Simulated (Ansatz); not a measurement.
Start from `C[O][Ga]([OH])[SH]` and change one atom or group to get `C[O][Ga]([SH])[SH]`.

Ansatz, PBE0-D4/def2-TZVP geometries, multiplicity 1. Each molecule was computed in one conformer, which needn't be the lowest.

Scalar relativity is left out up to krypton.

```json
{"property": "LUMO energy (PBE/def2-TZVPP) / eV", "`C[O][Ga]([OH])[SH]`": "-1.69"}
{"property": "LUMO energy (ωB97M-V/def2-TZVPP) / eV", "`C[O][Ga]([OH])[SH]`": "1.06"}
{"property": "HOMO–LUMO gap (PBE0/def2-TZVPP) / eV", "`C[O][Ga]([OH])[SH]`": "7.04"}
{"property": "size of the dipole moment (PBE/def2-TZVPP) / D", "`C[O][Ga]([OH])[SH]`": "0.64"}
{"property": "HOMO–LUMO gap (PBE/def2-TZVPP) / eV", "`C[O][Ga]([OH])[SH]`": "4.70"}
{"property": "HOMO energy (PBE0/def2-TZVPP) / eV", "`C[O][Ga]([OH])[SH]`": "-7.79"}
```

Task: What does the change do to each property? (Estimate.)

Result: Computed: 
```csv
property,`C[O][Ga]([SH])[SH]`,shift
LUMO energy (PBE/def2-TZVPP) / eV,-1.68,0.01
LUMO energy (ωB97M-V/def2-TZVPP) / eV,1.08,0.02
HOMO–LUMO gap (PBE0/def2-TZVPP) / eV,6.91,-0.13
size of the dipole moment (PBE/def2-TZVPP) / D,0.36,-0.28
HOMO–LUMO gap (PBE/def2-TZVPP) / eV,4.68,-0.02
HOMO energy (PBE0/def2-TZVPP) / eV,-7.67,0.12
```

Dipoles are sizes alone; their direction can turn.

Positive LUMOs are unbound, so they and the gaps depend on the basis.
